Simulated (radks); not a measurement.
The numbers below are computed, except where a source is named.
Ce2+, 56 electrons, occupied as [Xe] 4f2 (the NIST ground configuration).

Code: a radial shooting solver on a logarithmic mesh with Libxc functionals. Model: scalar-relativistic Kohn-Sham, LDA (Slater exchange, VWN5 correlation), spin-polarised, spherical densities, finite nucleus; open shells are filled with parallel spins first (spin-orbit coupling, left out, can overturn this in heavy ions); Fermi nuclear charge, rms radius 4.8771 fm.

Energy parts (hartree):
part                       energy
total                  -8852.9232
kinetic                 9379.9420
electron-nucleus      -21436.8741
Hartree                 3406.6916
exchange-correlation    -202.6826

Orbitals (lengths in bohr, moments of r in powers of bohr; <r^-3> diverges for s and p1/2; r(max) is where P^2 peaks; r(90%) holds 90 % of the orbital's charge):
orbital,occ.,eigenvalue (hartree),r(max),<r^-3>,<r^4>,r(90%)
1s up,1,-1478.487,0.01576,-,1.780e-06,0.0443
1s down,1,-1478.487,0.01576,-,1.780e-06,0.0443
2s up,1,-236.9524,0.08915,-,0.0002937,0.163
2s down,1,-236.9520,0.08915,-,0.0002937,0.163
2p up,3,-212.3665,0.07169,7965,0.0002147,0.150
2p down,3,-212.3663,0.07169,7965,0.0002147,0.150
3s up,1,-51.14617,0.2549,-,0.01197,0.409
3s down,1,-51.12934,0.2549,-,0.01196,0.409
3p up,3,-43.32350,0.2494,1593,0.01249,0.415
3p down,3,-43.30680,0.2494,1594,0.01248,0.415
3d up,5,-32.17643,0.2050,218.6,0.01036,0.397
3d down,5,-32.16324,0.2050,218.8,0.01035,0.397
4s up,1,-10.51962,0.5936,-,0.3099,0.919
4s down,1,-10.47250,0.5934,-,0.3096,0.919
4p up,3,-7.97037,0.6199,343.0,0.4090,0.986
4p down,3,-7.92272,0.6197,343.2,0.4087,0.986
4d up,5,-4.30216,0.6542,38.32,0.6997,1.13
4d down,5,-4.25407,0.6538,38.33,0.7009,1.13
4f up,2,-0.50287,0.7279,3.787,11.39,2.14
4f down,0,-0.46163,0.7289,3.694,13.63,2.22
5s up,1,-1.86053,1.383,-,10.40,2.21
5s down,1,-1.82721,1.387,-,10.63,2.22
5p up,3,-1.23831,1.567,48.35,19.89,2.61
5p down,3,-1.21154,1.574,47.29,20.53,2.63
5d up,0,-0.50295,2.183,2.774,107.6,3.99
5d down,0,-0.48887,2.210,2.650,114.5,4.06
6s up,0,-0.48002,3.387,-,339.0,5.29
6s down,0,-0.47207,3.413,-,351.6,5.34

The highest occupied level is 4f up at -13.684 eV. The configuration is held as typed, so some empty levels lie below it. The electron density at the nucleus is 3.96e+05 e/bohr^3 (large components only). For comparison, the ionisation energy in NIST's Atomic Spectra Database is 20.197 eV (semi-empirical). In exact Kohn-Sham theory the highest level is minus the ionisation energy, but local and semilocal functionals leave it too shallow, through self-interaction and a potential that decays too fast; potentials with the right tail come closer. The density falls to 0.001 e/bohr^3 at r = 3.67 bohr. Summed over all electrons, <r^2> = 43.23 bohr^2, which gives a Langevin (diamagnetic) susceptibility term of -34.2 x 10^-6 cm^3/mol.
